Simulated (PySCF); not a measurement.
Atom-mapped SMILES (the numbers label the heavy atoms): `[CH3:1][CH2:2][C:3]1=[C:4]([CH2:5][CH:6]=[O:7])[SiH2:8][SiH2:9]1` (H(Xn): hydrogen on atom n).

All values are calculated (PySCF): GFN2-xTB structure, σ from GIAO-PBE0/pcSseg-1. No solvent model, equivalent nuclei averaged, a single conformation, relativity neglected.

δ = σ(ref) − σ, references computed at the same level: $^{13}$C (186.93 ppm) and $^{1}$H (31.72 ppm) and $^{29}$Si (349.16 ppm) against TMS; $^{17}$O (336.08 ppm) vs H2O.

```tsv
atoms	nucleus	count	δ (ppm)
H(C6)	$^{1}$H	1	9.87
C4	$^{13}$C	1	156.9
H(Si9)	$^{1}$H	2	?
H(Si8)	$^{1}$H	2	?
C2	$^{13}$C	1	28.7
C1	$^{13}$C	1	?
H(C5)	$^{1}$H	2	3.43
Si9	$^{29}$Si	1	?
O7	$^{17}$O	1	669.8
C5	$^{13}$C	1	54.3
Si8	$^{29}$Si	1	?
C3	$^{13}$C	1	189.9
C6	$^{13}$C	1	197.7
H(C2)	$^{1}$H	2	2.58
H(C1)	$^{1}$H	3	1.18
```

Fill in the missing shifts.

Answers


- C1: 16.1 ppm, methyl carbon; saturated and bonded to C and H only
- H(Si9): 4.78 ppm, hydrogen on a silicon bonded to C, Si, in a 4-membered ring
- H(Si8): 4.71 ppm, hydrogen on a silicon bonded to C, Si, in a 4-membered ring
- Si8: -67.3 ppm, silicon bonded to C, Si, 2 H, in a 4-membered ring
- Si9: -69.6 ppm, silicon bonded to C, Si, 2 H, in a 4-membered ring

Shifts are as computed. Against solution values, carbons near 30 ppm lie about +3 ppm off and those near 130 ppm about +5 ppm. Of 1309 compounds with measured shifts, 239 miss one by over three times the rms of a fit or turn the order of signals round; such compounds aren't used in these exercises. Unscaled 17O shifts of doubly bonded oxygen tend to come out too high, by tens of ppm or more. Experimental scales use liquid or dissolved standards, which lie at an offset from isolated H2O (liquid H2O: subtract about 36 ppm).
